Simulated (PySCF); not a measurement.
## Correlation energy of Ti (titanium, neutral)

[Ar] 3d1 4s2 4p1, one real determinant (an excited configuration). Calculation: PySCF 2.14, in x2c-QZVPPall (11s7p5d3f2g, 96 functions); scalar relativity by spin-free X2C-1e. Frozen: [Ar]; 4 electrons correlated.

MP2 pair energies summed by pair of shells (mhartree):

```tsv
pair	energy	share (%)
4s-4p	-19.13	41.0
4s-4s	-17.91	38.4
3d-4s	-8.35	17.9
3d-4p	-1.28	2.7
```

Total MP2 correlation energy: -46.68 mhartree.

Same-spin part -7.99 and opposite-spin part -38.69 mhartree; SCS-MP2 scales them by 1/3 and 6/5 to -49.09 mhartree.

The basis was made for the ground configuration and has no added diffuse functions, which can raise the energy of the promoted electron.

The reference is one real determinant that mixes LS terms of this configuration.
